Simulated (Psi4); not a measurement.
Hg, singlet (core potentials on Hg). Base run: Psi4 1.11 with B3LYP/def2-SVP.

Input for Psi4:
```
memory 2 GB

molecule {
0 1
Hg    0.00000000    0.00000000    0.00000000
}

set {
  basis def2-svp
}

energy('b3lyp')
print_variables()
```

Variants of this job, named by their change:

```json
[
 {"change": "base", "E (Eh)": "-153.57494"},
 {"change": "functional = pw6b95", "E (Eh)": "-153.58452"},
 {"change": "functional = pbe0", "E (Eh)": "-153.51015"},
 {"change": "functional = wb97x", "E (Eh)": "-153.53022"},
 {"change": "functional = m06", "E (Eh)": "-153.54784"},
 {"change": "functional = hse06", "E (Eh)": "-153.50865"},
 {"change": "functional = bp86", "E (Eh)": "-153.66055"},
 {"change": "functional = m11", "E (Eh)": "-153.36932"},
 {"change": "functional = wb97m-v", "E (Eh)": "-153.42337"},
 {"change": "functional = m06-l", "E (Eh)": "-153.60777"},
 {"change": "functional = tpss", "E (Eh)": "-153.47329"},
 {"change": "functional = scan", "E (Eh)": "-153.56028"},
 {"change": "functional = b97m-v", "E (Eh)": "-153.50422"}
]
```

Totals shift with the method and basis; they matter in differences.
